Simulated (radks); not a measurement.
Species: Ca. Configuration: [Ar] 4s2. Calculated with a radial shooting solver on a logarithmic mesh with Libxc functionals: scalar-relativistic Kohn-Sham, BLYP, spin-polarised, spherical densities, finite nucleus; Fermi nuclear charge, rms radius 3.4776 fm.

Normalised radial functions P(r) = r R(r), r in bohr:

r	2p	3s	4s
0.004958	0.0063	0.0839	0.0232
0.006508	0.0105	0.1064	0.0294
0.008543	0.0176	0.1334	0.0369
0.01121	0.0293	0.1650	0.0457
0.01472	0.0483	0.2002	0.0554
0.01932	0.0791	0.2368	0.0655
0.02536	0.1279	0.2700	0.0747
0.03328	0.2032	0.2921	0.0808
0.04369	0.3157	0.2917	0.0806
0.05734	0.4765	0.2541	0.0701
0.07527	0.6929	0.1647	0.0452
0.0988	0.9610	0.0159	0.0038
0.1297	1.2555	-0.1816	-0.0510
0.1702	1.5216	-0.3863	-0.1073
0.2252	1.6808	-0.5234	-0.1439
0.2956	1.6427	-0.4894	-0.1311
0.388	1.3867	-0.2302	-0.0541
0.5093	0.9753	0.2179	0.0739
0.6685	0.5461	0.6985	0.1997
0.8775	0.2304	1.0003	0.2472
1.152	0.0677	0.9867	0.1596
1.512	0.0125	0.7160	-0.0506
1.984	0.0013	0.3828	-0.3018
2.605	0.0001	0.1460	-0.4914
3.419	0.0000	0.0372	-0.5499
4.488	0.0000	0.0058	-0.4674
5.89	0.0000	0.0005	-0.3021
7.732	0.0000	0.0000	-0.1436
10.15	0.0000	0.0000	-0.0476
13.32	0.0000	0.0000	-0.0102

2p: eigenvalue -334.80 eV, 0 radial nodes, <r> = 0.328 bohr, 90 % of the charge inside 0.541 bohr. 3s: eigenvalue -46.774 eV, 2 radial nodes at r = 0.101, 0.451 bohr, <r> = 1.16 bohr, 90 % of the charge inside 1.74 bohr. 4s: eigenvalue -3.614 eV, 3 radial nodes at r = 0.101, 0.439, 1.43 bohr, <r> = 4.00 bohr, 90 % of the charge inside 6.03 bohr.
